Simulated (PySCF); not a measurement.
Mg(F)(OSiH3) (FH3MgOSi), SMILES [F][Mg][O][SiH3]. Atoms are numbered in the order given.

```xyz
7

Mg     0.0000     0.0000     1.2681
F      0.0000     0.0000     3.0256
O      0.0000     0.0000    -0.5188
Si     0.0000     0.0000    -2.1572
H     -1.2105     0.6989    -2.6987
H      0.0000    -1.3978    -2.6987
H      1.2105     0.6989    -2.6987
```
Charge 0, spin multiplicity 1.

Geometry optimised at PBE0-D3(BJ)/def2-SVP. One conformer was computed; it need not be the lowest.

All values below come from PBE0/pcJ-1 (PySCF).

Isotropic couplings with Fermi-contact, spin-dipole and both spin-orbit terms, one fixed conformer, no vibrational averaging. Isotopes: 19F, 1H, 29Si.

```csv
pair,bonds apart,J (Hz)
Si4–H5,1,-207.4
Si4–H6,1,-207.4
Si4–H7,1,-207.4
H5–H6,2,?
H5–H7,2,?
H6–H7,2,?
F2–Si4,3,?
```

### Question
Some entries are withheld; supply them. (An estimate is asked for; the answer gives what the named calculation found.)

### Answer

- H5–H6, J (Hz): 11.9
- H5–H7, J (Hz): 11.9
- H6–H7, J (Hz): 11.9
- F2–Si4, J (Hz): -2.8
